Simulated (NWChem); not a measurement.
Everything below was run with NWChem. System: H₄GaP, charge 0, spin multiplicity 1, at a geometry optimised with B3LYP/def2-SVP. The structure started from a generated list of species.

The NWChem input:

```
start mol
memory heap 200 mb stack 900 mb global 1100 mb
geometry units angstroms nocenter noautoz
  Ga     0.178743     0.747834     0.000000
  H      0.398920     1.488947    -1.370964
  H      0.398920     1.488947     1.370964
  P     -0.260101    -1.542962     0.000000
  H     -1.218672    -1.508160    -1.057614
  H     -1.218672    -1.508160     1.057614
  symmetry group Cs
end
basis spherical
  * library sto-3g
end
dft
  xc xpbe96 cpbe96
  semidirect memsize 60000000 filesize 0
  iterations 100
end
task dft energy
```

The output up to the point where the run's verdict is printed (cleaned and shortened):

```
             Northwest Computational Chemistry Package (NWChem) 7.3.0
             --------------------------------------------------------

                                NWChem Input Module
                                -------------------

 Scaling coordinates for geometry "geometry" by  1.889725989
 (inverse scale =  0.529177249)

 Turning off AUTOSYM since
 SYMMETRY directive was detected!

                             Geometry "geometry" -> ""
                             -------------------------

 Output coordinates in angstroms (scale by  1.889725989 to convert to a.u.)

  No.       Tag          Charge          X              Y              Z
 ---- ---------------- ---------- -------------- -------------- --------------
    1 Ga                  31.0000     0.17874300     0.74783400     0.00000000
    2 H                    1.0000     0.39892000     1.48894700    -1.37096400
    3 H                    1.0000     0.39892000     1.48894700     1.37096400
    4 P                   15.0000    -0.26010100    -1.54296200     0.00000000
    5 H                    1.0000    -1.21867200    -1.50816000    -1.05761400
    6 H                    1.0000    -1.21867200    -1.50816000     1.05761400

 Effective nuclear repulsion energy (a.u.)     154.6318428266

            Nuclear Dipole moment (a.u.)
            ----------------------------
        X                 Y               Z
 ---------------- ---------------- ----------------
     0.0000264562    -0.0000037795     0.0000000000

      Symmetry information
      --------------------

 Group name             Cs
 Group number              2
 Group order               2
 No. of unique centers     4

      Symmetry unique atoms

     1    2    4    5


 Summary of "ao basis" -> "" (spherical)
 ------------------------------------------------------------------------------
       Tag                 Description            Shells   Functions and Types
 ---------------- ------------------------------  ------  ---------------------
 *                           sto-3g                   on all atoms

  pbe96 is a nonlocal functional; adding pw91lda local functional.
[...]
 d= 0,ls=0.5,diis    52  -2241.5715301679 -5.08D-05  4.11D-04  2.62D-04     9.5
 d= 0,ls=0.5,diis    53  -2241.5715631259 -3.30D-05  3.94D-04  2.01D-04     9.7
 d= 0,ls=0.5,diis    54  -2241.5715949057 -3.18D-05  3.84D-04  1.43D-04     9.8
 d= 0,ls=0.5,diis    55  -2241.5716206463 -2.57D-05  4.07D-04  1.15D-04    10.0
 d= 0,ls=0.5,diis    56  -2241.5716465375 -2.59D-05  3.50D-04  8.48D-05    10.2
 d= 0,ls=0.5,diis    57  -2241.5716662324 -1.97D-05  3.61D-04  7.00D-05    10.3
 d= 0,ls=0.5,diis    58  -2241.5716868642 -2.06D-05  2.96D-04  5.78D-05    10.5
 d= 0,ls=0.5,diis    59  -2241.5717018918 -1.50D-05  2.56D-04  5.18D-05    10.7
 d= 0,ls=0.5,diis    60  -2241.5717098240 -7.93D-06  2.18D-04  6.35D-05    10.9
 d= 0,ls=0.5,diis    61  -2241.5717165854 -6.76D-06  2.02D-04  7.39D-05    11.0
 d= 0,ls=0.5,diis    62  -2241.5717247350 -8.15D-06  2.05D-04  7.72D-05    11.2
 d= 0,ls=0.5,diis    63  -2241.5717359180 -1.12D-05  2.15D-04  6.91D-05    11.4
 d= 0,ls=0.5,diis    64  -2241.5717477340 -1.18D-05  2.07D-04  6.27D-05    11.5
 d= 0,ls=0.5,diis    65  -2241.5717597074 -1.20D-05  2.04D-04  5.39D-05    11.7
 d= 0,ls=0.5,diis    66  -2241.5717712858 -1.16D-05  2.08D-04  4.67D-05    11.9
 d= 0,ls=0.5,diis    67  -2241.5717827230 -1.14D-05  1.95D-04  4.20D-05    12.0
 d= 0,ls=0.5,diis    68  -2241.5717926627 -9.94D-06  2.62D-04  4.14D-05    12.2
 d= 0,ls=0.5,diis    69  -2241.5718078473 -1.52D-05  2.69D-04  3.12D-05    12.4
 d= 0,ls=0.5,diis    70  -2241.5718228655 -1.50D-05  2.12D-04  2.44D-05    12.5
 d= 0,ls=0.5,diis    71  -2241.5718332775 -1.04D-05  2.49D-04  2.46D-05    12.7
 d= 0,ls=0.5,diis    72  -2241.5718468820 -1.36D-05  2.11D-04  1.92D-05    12.9
 d= 0,ls=0.5,diis    73  -2241.5718569421 -1.01D-05  1.67D-04  2.10D-05    13.1
 d= 0,ls=0.5,diis    74  -2241.5718627365 -5.79D-06  1.65D-04  2.79D-05    13.2
 d= 0,ls=0.5,diis    75  -2241.5718703761 -7.64D-06  2.70D-04  2.77D-05    13.4
 d= 0,ls=0.5,diis    76  -2241.5718854040 -1.50D-05  3.17D-04  1.82D-05    13.6
 d= 0,ls=0.5,diis    77  -2241.5719020529 -1.66D-05  2.56D-04  1.42D-05    13.7
 d= 0,ls=0.5,diis    78  -2241.5719149294 -1.29D-05  2.79D-04  1.35D-05    13.8
 d= 0,ls=0.5,diis    79  -2241.5719289768 -1.40D-05  2.25D-04  1.34D-05    13.8
 d= 0,ls=0.5,diis    80  -2241.5719397784 -1.08D-05  2.22D-04  1.40D-05    13.9
 d= 0,ls=0.5,diis    81  -2241.5719506051 -1.08D-05  2.99D-04  1.41D-05    14.0
 d= 0,ls=0.5,diis    82  -2241.5719655196 -1.49D-05  2.09D-04  1.35D-05    14.1
 d= 0,ls=0.5,diis    83  -2241.5719748876 -9.37D-06  1.92D-04  1.45D-05    14.3
 d= 0,ls=0.5,diis    84  -2241.5719833781 -8.49D-06  2.03D-04  1.65D-05    14.4
 d= 0,ls=0.5,diis    85  -2241.5719930202 -9.64D-06  2.09D-04  1.71D-05    14.5
 d= 0,ls=0.5,diis    86  -2241.5720029263 -9.91D-06  1.92D-04  1.87D-05    14.7
 d= 0,ls=0.5,diis    87  -2241.5720112881 -8.36D-06  2.24D-04  2.31D-05    14.8
 d= 0,ls=0.5,diis    88  -2241.5720220022 -1.07D-05  1.70D-04  2.41D-05    15.0
 d= 0,ls=0.5,diis    89  -2241.5720276212 -5.62D-06  2.49D-04  3.37D-05    15.1
 d= 0,ls=0.5,diis    90  -2241.5720398343 -1.22D-05  3.28D-04  3.23D-05    15.3
 d= 0,ls=0.5,diis    91  -2241.5720557309 -1.59D-05  3.37D-04  3.30D-05    15.4
 d= 0,ls=0.5,diis    92  -2241.5720722332 -1.65D-05  2.06D-04  3.02D-05    15.6
 d= 0,ls=0.5,diis    93  -2241.5720765846 -4.35D-06  1.92D-04  3.89D-05    15.7
 d= 0,ls=0.5,diis    94  -2241.5720843865 -7.80D-06  2.85D-04  4.23D-05    15.9
 d= 0,ls=0.5,diis    95  -2241.5720988329 -1.44D-05  4.63D-04  3.72D-05    16.1
 d= 0,ls=0.5,diis    96  -2241.5720793132  1.95D-05  1.02D-04  1.11D-04    16.2
 d= 0,ls=0.5,diis    97  -2241.5720818965 -2.58D-06  1.04D-04  6.65D-05    16.4
 d= 0,ls=0.5,diis    98  -2241.5720793817  2.51D-06  2.68D-04  6.81D-05    16.5
 d= 0,ls=0.5,diis    99  -2241.5720626845  1.67D-05  4.05D-04  1.13D-04    16.7
 d= 0,ls=0.5,diis   100  -2241.5720333804  2.93D-05  2.08D-04  1.81D-04    16.9
```

Convergence was not reached. The next line reads: Calculation failed to converge. NWChem stopped with the message: dft energy failed.
